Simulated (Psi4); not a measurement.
C₂H₉ClN₂Si (SMILES CN(C)[SiH](N)Cl), singlet, geometry from GFN2-xTB; Psi4 with CAM-B3LYP/def2-SVP.

The Psi4 input:
```
memory 2 GB

molecule mol {
0 1
Si    0.515613    0.134451   -0.509825
N     1.432532   -1.292917   -0.794651
Cl    1.185502    1.291588    1.019973
N    -1.045494   -0.409713   -0.057538
C    -1.702656   -1.449780   -0.813128
C    -1.988055    0.403168    0.673989
H     0.649564    0.935267   -1.727033
H     1.388814   -2.042722   -0.122500
H     2.371159   -1.199324   -1.144155
H    -0.961378   -2.037715   -1.344339
H    -2.406459   -1.029483   -1.540570
H    -2.261265   -2.101384   -0.135611
H    -1.461789    1.148565    1.263184
H    -2.570607   -0.230025    1.348993
H    -2.685154    0.915594    0.000201
}

set {
  basis def2-svp
  reference rks
}

energy('cam-b3lyp')
print_variables()
```

It wrote (shortened):

```
   => Loading Basis Set <=

    Name: DEF2-SVP
    Role: ORBITAL
    Keyword: BASIS

         ---------------------------------------------------------
                                   SCF
               by Justin Turney, Rob Parrish, Andy Simmonett
                          and Daniel G. A. Smith
                              RKS Reference
         ---------------------------------------------------------

  ==> Geometry <==

    Molecular point group: c1
    Full point group: C1

    Geometry (in Angstrom), charge = 0, multiplicity = 1:

       Center              X                  Y                   Z               Mass
    ------------   -----------------  -----------------  -----------------  -----------------
         SI           0.442941596769     0.079298775958    -0.545081273206    27.976926534650
         N            1.359860596769    -1.348069224042    -0.829907273206    14.003074004430
         CL           1.112830596769     1.236435775958     0.984716726794    34.968852682000
         N           -1.118165403231    -0.464865224042    -0.092794273206    14.003074004430
         C           -1.775327403231    -1.504932224042    -0.848384273206    12.000000000000
         C           -2.060726403231     0.348015775958     0.638732726794    12.000000000000
         H            0.576892596769     0.880114775958    -1.762289273206     1.007825032230
         H            1.316142596769    -2.097874224042    -0.157756273206     1.007825032230
         H            2.298487596769    -1.254476224042    -1.179411273206     1.007825032230
         H           -1.034049403231    -2.092867224042    -1.379595273206     1.007825032230
         H           -2.479130403231    -1.084635224042    -1.575826273206     1.007825032230
         H           -2.333936403231    -2.156536224042    -0.170867273206     1.007825032230
         H           -1.534460403231     1.093412775958     1.227927726794     1.007825032230
         H           -2.643278403231    -0.285177224042     1.313736726794     1.007825032230
         H           -2.757825403231     0.860441775958    -0.035055273206     1.007825032230

  Running in c1 symmetry.

  Rotational constants: A =      0.10236  B =      0.06086  C =      0.04111 [cm^-1]
  Rotational constants: A =   3068.59335  B =   1824.56738  C =   1232.43300 [MHz]
  Nuclear repulsion =  395.799441805545086

  Charge       = 0
  Multiplicity = 1
  Electrons    = 66
  Nalpha       = 33
  Nbeta        = 33

  ==> Algorithm <==

  SCF Algorithm Type is DF.
  DIIS enabled.
  MOM disabled.
  Fractional occupation disabled.
  Guess Type is SAD.
  Energy threshold   = 1.00e-06
  Density threshold  = 1.00e-06
  Integral threshold = 1.00e-12

  ==> Primary Basis <==

  Basis Set: DEF2-SVP
    Blend: DEF2-SVP
    Number of shells: 67
    Number of basis functions: 137
    Number of Cartesian functions: 143
    Spherical Harmonics?: true
    Max angular momentum: 2

  ==> DFT Potential <==

   => LibXC <=

    Version 7.1.2
    S. Lehtola, C. Steigemann, M. J. T. Oliveira, and M. A. L. Marques,  SoftwareX 7, 1–5 (2018) (10.1016/j.softx.2017.11.002)

   => Composite Functional: CAM-B3LYP <=

    CAM-B3LYP Hyb-GGA Exchange-Correlation Functional

    T. Yanai, D. P. Tew, and N. C. Handy,  Chem. Phys. Lett. 393, 51 (2004) (10.1016/j.cplett.2004.06.011)

    Deriv               =              1
    GGA                 =           TRUE
    Meta                =          FALSE

    Exchange Hybrid     =           TRUE
    MP2 Hybrid          =          FALSE

   => Exchange Functionals <=

    0.3500         Becke 88 [omega = 0.3300]
    0.4600   Short-range recipe for B88 functional - erf [omega = 0.3300]

   => Exact (HF) Exchange <=

    0.4600            HF,LR [omega = 0.3300]
    0.1900               HF

   => Correlation Functionals <=

    0.1900   Vosko, Wilk & Nusair (VWN5)
    0.8100   Lee, Yang & Parr

   => LibXC Density Thresholds  <==

    XC_HYB_GGA_XC_CAM_B3LYP:  1.00E-14

[...]

  ==> Integral Setup <==

  SCF_SUBTYPE=INCORE selected. In-core MEM_DF algorithm will be used.
  Using in-core AOs.

  ==> MemDFJK: Density-Fitted J/K Matrices <==

    J tasked:                   Yes
    K tasked:                   Yes
    wK tasked:                  Yes
    Omega:                3.300E-01
    Algorithm:                 Core
    Schwarz Cutoff:           1E-12
    Mask sparsity (%):       4.3689
    Fitting Condition:        1E-10

   => Auxiliary Basis Set <=

  Basis Set: (DEF2-SVP AUX)
    Blend: DEF2-UNIVERSAL-JKFIT
    Number of shells: 230
    Number of basis functions: 722
    Number of Cartesian functions: 854
    Spherical Harmonics?: true
    Max angular momentum: 4

  Minimum eigenvalue in the overlap matrix is 6.9892238160E-03.
  Reciprocal condition number of the overlap matrix is 1.1343914423E-03.
    Using symmetric orthogonalization.

  ==> Pre-Iterations <==

  SCF Guess: Superposition of Atomic Densities via on-the-fly atomic UHF (no occupation information).

   -------------------------
    Irrep   Nso     Nmo
   -------------------------
     A        137     137
   -------------------------
    Total     137     137
   -------------------------

  ==> Iterations <==

                           Total Energy        Delta E     RMS |[F,P]|

   @DF-RKS iter SAD:  -940.01598846560421   -9.40016e+02   0.00000e+00
   @DF-RKS iter   1:  -940.08804211162567   -7.20536e-02   6.45909e-03 ADIIS/DIIS
   @DF-RKS iter   2:  -940.04313599839702    4.49061e-02   6.90311e-03 ADIIS/DIIS
   @DF-RKS iter   3:  -940.45685222558268   -4.13716e-01   6.79404e-04 ADIIS/DIIS
   @DF-RKS iter   4:  -940.46020954314804   -3.35732e-03   2.40539e-04 ADIIS/DIIS
   @DF-RKS iter   5:  -940.46066002173131   -4.50479e-04   6.93377e-05 DIIS
   @DF-RKS iter   6:  -940.46069697571215   -3.69540e-05   1.89154e-05 DIIS
   @DF-RKS iter   7:  -940.46070008881145   -3.11310e-06   5.00599e-06 DIIS
   @DF-RKS iter   8:  -940.46070031930230   -2.30491e-07   7.57873e-07 DIIS
  Energy and wave function converged.

  ==> Post-Iterations <==

   Electrons on quadrature grid:
      Ntotal   =   66.0001186442 ; deviation = 1.186e-04

    Orbital Energies [Eh]
    ---------------------

    Doubly Occupied:

[...]
    Virtual:

[...]
    Final Occupation by Irrep:
              A
    DOCC [    33 ]
    NA   [    33 ]
    NB   [    33 ]

  @DF-RKS Final Energy:  -940.46070031930230

   => Energetics <=

    Nuclear Repulsion Energy =            395.7994418055450865
    One-Electron Energy =               -2081.4882833711112653
    Two-Electron Energy =                 803.0601660219340374
    DFT Exchange-Correlation Energy =     -57.8320247756700638
    Empirical Dispersion Energy =           0.0000000000000000
    VV10 Nonlocal Energy =                  0.0000000000000000
    Total Energy =                       -940.4607003193023047

Computation Completed

Properties will be evaluated at   0.000000,   0.000000,   0.000000 [a0]

Properties computed using the SCF density matrix

 Multipole Moments:

 ------------------------------------------------------------------------------------
     Multipole            Electronic (a.u.)      Nuclear  (a.u.)        Total (a.u.)
 ------------------------------------------------------------------------------------

 L = 1.  Multiply by 2.5417464519 to convert [e a0] to [Debye]
 Dipole X            :          9.0078430           -9.0637154           -0.0558724
 Dipole Y            :          6.3294884           -6.8786896           -0.5492013
 Dipole Z            :          4.2153752           -4.3972227           -0.1818475
 Magnitude           :                                                    0.5812162

 ------------------------------------------------------------------------------------

  Variable Map:
  ----------------------------------------------------------------------------
[...]
  Array Variable Map:
  ----------------------------------------------------------------------------
[...]
[...]
```
